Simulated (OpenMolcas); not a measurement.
## N II: from CASSCF to CASPT2

```json
{"Program": "OpenMolcas", "Basis": "ANO-RCC-VQZP [5s4p3d2f1g]", "Scalar Hamiltonian": "DKH2, point nucleus", "Active space": "4 electrons in 8 orbitals (2s 2p 3s 3p)", "State averaging": "2S+1 = 3 even, 3 roots; 2S+1 = 1 even, 6 roots; 2S+1 = 5 odd, 1 root; 2S+1 = 3 odd, 9 roots; 2S+1 = 1 odd, 8 roots", "Spin-orbit coupling": "RASSI with atomic mean-field integrals over the reference wave functions, term energies averaged over their components"}
```

Methods on the same reference wave functions:
A. CASSCF
B. SS-CASPT2, IPEA 0.25 Eh, imaginary shift 0.1 Eh (closed shells correlated: 1s)

Energies in cm⁻¹ above 2s² 2p² ³P₀, the measured ground level; measured values from NIST Handbook of Basic Atomic Spectroscopic Data.

```tsv
Level	A	B	Measured
2s² 2p² ³P₀	0.0	0.0	0.0
2s² 2p² ³P₁	45.8	45.7	48.7
2s² 2p² ³P₂	136	136	131
2s² 2p² ¹D₂	17567	15410	15316
2s² 2p² ¹S₀	29270	32030	32689
2s 2p³ ⁵S°₂	37436	45170	46785
2s 2p³ ³D°₁	95430	90520	92251
2s 2p³ ³D°₂	95435	90530	92250
2s 2p³ ³D°₃	95442	90530	92236
2s 2p³ ³P°₀	110740	108590	109223
2s 2p³ ³P°₁	110744	108590	109216
2s 2p³ ³P°₂	110752	108600	109217
```

Deviations, from unrounded energies. A percentage is the sum of absolute deviations over the sum of measured energies, with the sign that they share, or ± where signs differ.

```tsv
Against measurement	Levels	A	B
mean absolute deviation (cm-1)	11	2700	860
fine structure of the ground term (%)	2	±4.5	±4.5
other terms of the ground configuration (%)	2	±11.8	±1.6
other configurations (%)	7	±3.6	-1.3
```

B lies closest to measurement on these levels. The largest miss of B in the table is 2s 2p³ ³D°₁, by -1700 cm-1. The ranking rests on the paired levels alone, and a cruder setting can come out closer through cancelling errors.

From A to B the spin-free energies of the other terms of 2s² 2p² shown, above ³P, scale by factors of 0.88 to 1.09.

The lowest spin-free term lies below A's lowest term by 0.071 hartree in B.

CASPT2 breaks the degeneracy within a term, and the mean is taken; among the terms shown or strongly mixed into the levels shown the widest spread is 69 cm-1 (2s 2p³ ³D°, B). The run also gave levels led by 2s² 2p 3s, which use shells meant for correlation; these and all levels above them are left out. Without dynamic correlation excited terms often stand tens of per cent too high (terms of higher spin than the ground term too low), and those without a measured partner can miss by more than the paired ones (holds for A). Measured partners are found by configuration, term and J. A level has none where our copy of the source lacks it or the pairing is in doubt (some pairs that miss far off the trend of their configuration count as doubtful), and it then counts in no deviation. Only configurations of the active space appear. Levels that lie high or do not pair safely by name in every column are left out.

° marks odd parity.
